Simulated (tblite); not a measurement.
Species: C9H9N3.
Atom-mapped SMILES: `[CH3:1][c:2]1[cH:3][cH:4][cH:5][cH:6][c:7]1-[n:8]1[cH:9][cH:10][n:11][n:12]1` (hydrogens: H13, H14, H15 on C1; H16 on C3; H17 on C4; H18 on C5; H19 on C6; H20 on C9; H21 on C10)

Computed with GFN2-xTB (tblite), gas phase: L-BFGS steps from a force-field or distance-geometry start until the largest atomic force falls under 0.01 eV/Å.

Step 41: E = -887.0916 eV
```
atom  x, y, z in Å  |  force x, y, z in eV/Å
C1     -0.6715    2.0841    0.5167   -0.014  -0.013   0.020
C2     -1.0044    0.6585    0.2112   -0.013   0.021  -0.006
C3     -2.3219    0.2220    0.2728   -0.006   0.015  -0.001
C4     -2.6768   -1.0822   -0.0203    0.034  -0.003   0.031
C5     -1.6968   -1.9973   -0.3646    0.008   0.005  -0.023
C6     -0.3738   -1.5991   -0.4097   -0.001   0.023   0.000
C7     -0.0247   -0.2814   -0.1299   -0.011   0.026   0.006
N8      1.3291    0.0883   -0.1990   -0.012   0.007  -0.016
C9      2.4154   -0.6859    0.0545   -0.001   0.002   0.006
C10     3.4844    0.1435   -0.1783    0.022  -0.025   0.005
N11     3.0077    1.3432   -0.5618   -0.003  -0.015  -0.001
N12     1.7347    1.3041   -0.5699   -0.007   0.009  -0.011
H13    -1.5631    2.6204    0.8308   -0.001  -0.002   0.017
H14     0.0734    2.1428    1.3089    0.008   0.006   0.001
H15    -0.2457    2.5765   -0.3554   -0.035  -0.036   0.008
H16    -3.0862    0.9276    0.5622   -0.022   0.018  -0.035
H17    -3.7144   -1.3796    0.0258    0.044  -0.017  -0.010
H18    -1.9592   -3.0153   -0.6083    0.006  -0.013   0.028
H19     0.3966   -2.3076   -0.6770   -0.040   0.000  -0.035
H20     2.3557   -1.7013    0.3826   -0.007   0.009   0.021
H21     4.5327   -0.0443   -0.0919    0.050  -0.018  -0.004
```

Step 42: E = -887.0923 eV
```
atom  x, y, z in Å  |  force x, y, z in eV/Å
C1     -0.6732    2.0846    0.5183   -0.006  -0.013   0.018
C2     -1.0047    0.6585    0.2132   -0.007   0.030  -0.024
C3     -2.3220    0.2214    0.2725    0.002   0.032   0.000
C4     -2.6759   -1.0828   -0.0207    0.024   0.007   0.043
C5     -1.6960   -1.9978   -0.3629    0.022   0.008  -0.035
C6     -0.3739   -1.5978   -0.4108    0.018   0.031   0.012
C7     -0.0249   -0.2806   -0.1294    0.000   0.037  -0.002
N8      1.3292    0.0888   -0.2005   -0.004   0.007  -0.010
C9      2.4150   -0.6863    0.0553   -0.015   0.010   0.001
C10     3.4849    0.1420   -0.1783    0.016  -0.027   0.006
N11     3.0092    1.3417   -0.5646   -0.001  -0.030   0.007
N12     1.7361    1.3040   -0.5734   -0.004  -0.016  -0.002
H13    -1.5648    2.6202    0.8341    0.003  -0.008   0.025
H14     0.0744    2.1430    1.3080    0.002   0.013   0.003
H15    -0.2509    2.5793   -0.3543   -0.031  -0.046   0.005
H16    -3.0855    0.9287    0.5594   -0.035   0.012  -0.031
H17    -3.7127   -1.3802    0.0244    0.018  -0.024  -0.007
H18    -1.9567   -3.0159   -0.6052   -0.003  -0.030   0.022
H19     0.3974   -2.3038   -0.6800   -0.034  -0.018  -0.037
H20     2.3528   -1.7022    0.3838   -0.001   0.036   0.016
H21     4.5332   -0.0477   -0.0894    0.035  -0.009  -0.010
```

Question: Estimate the geometry and energy of step 43. (The exact step hangs on the optimiser's Hessian estimate; all steps are aligned on step 42, rigid shifts and turns removed.)

Answer: E = -887.0930 eV, largest force 0.060 eV/Å
```
atom  x, y, z in Å  |  force x, y, z in eV/Å
C1     -0.6749    2.0847    0.5208    0.005  -0.004   0.014
C2     -1.0053    0.6587    0.2153    0.002   0.032  -0.034
C3     -2.3222    0.2213    0.2723    0.004   0.041   0.000
C4     -2.6746   -1.0832   -0.0205    0.010   0.014   0.043
C5     -1.6950   -1.9983   -0.3619    0.029   0.014  -0.035
C6     -0.3741   -1.5961   -0.4120    0.032   0.028   0.017
C7     -0.0253   -0.2794   -0.1289    0.014   0.037  -0.013
N8      1.3293    0.0893   -0.2026    0.000   0.007   0.002
C9      2.4144   -0.6863    0.0570   -0.021   0.012  -0.003
C10     3.4858    0.1403   -0.1779    0.000  -0.019   0.003
N11     3.0106    1.3395   -0.5687    0.012  -0.043   0.014
N12     1.7375    1.3035   -0.5787    0.010  -0.042   0.009
H13    -1.5658    2.6194    0.8401    0.009  -0.014   0.035
H14     0.0776    2.1427    1.3060   -0.008   0.019   0.002
H15    -0.2586    2.5813   -0.3536   -0.022  -0.048   0.002
H16    -3.0852    0.9305    0.5557   -0.044   0.000  -0.026
H17    -3.7106   -1.3810    0.0222   -0.011  -0.029   0.000
H18    -1.9542   -3.0170   -0.6018   -0.009  -0.035   0.014
H19     0.3974   -2.2999   -0.6845   -0.020  -0.032  -0.038
H20     2.3498   -1.7021    0.3872    0.004   0.059   0.012
H21     4.5344   -0.0509   -0.0860    0.005   0.002  -0.017
```

The energy changes by -0.0008 eV. The first-order estimate −F·Δx gives -0.0010 eV and the mean of the old and new forces, exact on a quadratic surface, -0.0008 eV. The step makes an angle of 70° with the force vector and moves no atom by more than 0.008 Å.

What follows is the cost of the whole relaxation. The run took 5.0 s wall, 1.9 s CPU on one thread of an Intel Xeon at 2.50 GHz, on a shared host.
